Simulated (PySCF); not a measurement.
NMR problem set

Computed data (PySCF 2.14): NMR shieldings at PBE0/pcSseg-1/GIAO, PBE0-D3(BJ)/def2-SVP geometry. A single conformation, non-relativistic Hamiltonian, in vacuum, rapidly exchanging positions averaged.

Scale: TMS for $^{1}$H (σ = 31.27 ppm) and $^{13}$C (σ = 184.41 ppm) (reference shieldings calculated alike). Splittings of carbon signals by F and P are missing where no couplings were computed. Where no couplings were computed, multiplicities follow the n + 1 count of equivalent neighbours, and m marks all less simple cases (inequivalent or close neighbours, rings, F or P nearby). Shifts are as computed. Against solution values, carbons near 30 ppm lie about +2 ppm off and those near 130 ppm about +5 ppm; carbons on Cl a further +5 ppm. Of 1313 compounds with measured shifts, 239 miss one by over three times the rms of a fit or turn the order of signals round; such compounds aren't used in these exercises. Carbons bonded to Cl come out too deshielded.

**Question.** C$_{7}$H$_{6}$ClOP. $^{1}$H NMR (300 MHz, computed): δ 9.89 (m, 1H), 8.61 (m, 1H), 7.92 (m, 1H), 2.62 (s, 3H). $^{13}$C{$^{1}$H} NMR (computed): δ 193.4 (CH), 182.7 (C), 173.6 (C), 148.1 (C), 146.2 (CH), 138.2 (CH), 25.2 (CH3). Identify the compound.

**Answer.** `ClC1=PC(C=O)=CC(C)=C1`. 7 carbon signals for 7 carbons: no two carbons are equivalent. Carbon types of the structure: 3 × C, 3 × CH, 1 × CH3, which accounts for all hydrogens. δC 193.4: aldehyde carbonyl carbon; the double bond to the heteroatom, with no lone-pair donor beside it, deshields it most. δC 173.6, 148.1: substituted aromatic carbon. δH 9.89: hydrogen on an aldehyde carbonyl carbon; the C=O anisotropy and electron withdrawal place aldehyde protons far downfield. δH 8.61, 7.92: hydrogen on an aromatic CH.

The shifts were computed for this structure.

**Question.** C$_{7}$H$_{6}$ClOP. $^{1}$H NMR (400 MHz, computed): δ 10.43 (s, 1H), 8.66 (m, 1H), 8.58 (m, 1H), 2.78 (s, 3H). $^{13}$C{$^{1}$H} NMR (computed): δ 192.1 (CH), 181.4 (C), 168.0 (CH), 146.9 (C), 139.4 (CH), 137.4 (C), 23.5 (CH3). Give a structure.

**Answer.** SMILES C1(C)=C(C=O)C=C(Cl)P=C1. 7 carbon signals for 7 carbons: no two carbons are equivalent. Carbon types of the structure: 3 × C, 3 × CH, 1 × CH3, which accounts for all hydrogens. δC 192.1: aldehyde carbonyl carbon; the double bond to the heteroatom, with no lone-pair donor beside it, deshields it most. δC 181.4: aromatic carbon bearing chlorine. δH 10.43: hydrogen on an aldehyde carbonyl carbon; the formyl region, downfield of aromatic protons. δH 8.66, 8.58: hydrogen on an aromatic CH.

This is the structure that produced the data.
